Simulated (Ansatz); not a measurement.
System: TaO₃ (charge 0, doublet). The spin state was set by rule; other spins were not relaxed. 
Geometry from a B3LYP-D3(BJ)/def2-TZVP (Ansatz, a first-principles code) optimisation:
```
Ta
O 1 1.7587
O 1 1.7587 2 108.45
O 1 1.8945 2 104.53 3 111.09
```
Charge 0, spin multiplicity 2.

Basis-set convergence of Hartree-Fock and CCSD(T) correlation energies (hartree) with Ansatz. Valence correlation only, unless marked. UHF or UKS for open shells. No spin-orbit coupling. Frozen are the shells of the preceding noble gas and the d and f shells that filled before the atom's block. In def2 rows, elements after Kr have scalar-relativistic effective core potentials.

```tsv
basis	functions	E(HF)	E(corr, CCSD(T))
def2-SVP	74	-280.78633	-0.72107
def2-TZVPP	149	?	?
```

### Question
Some entries are withheld; supply them.

### Answer

- def2-TZVPP, E(HF): -281.10279
- def2-TZVPP, E(corr, CCSD(T)): -0.88831
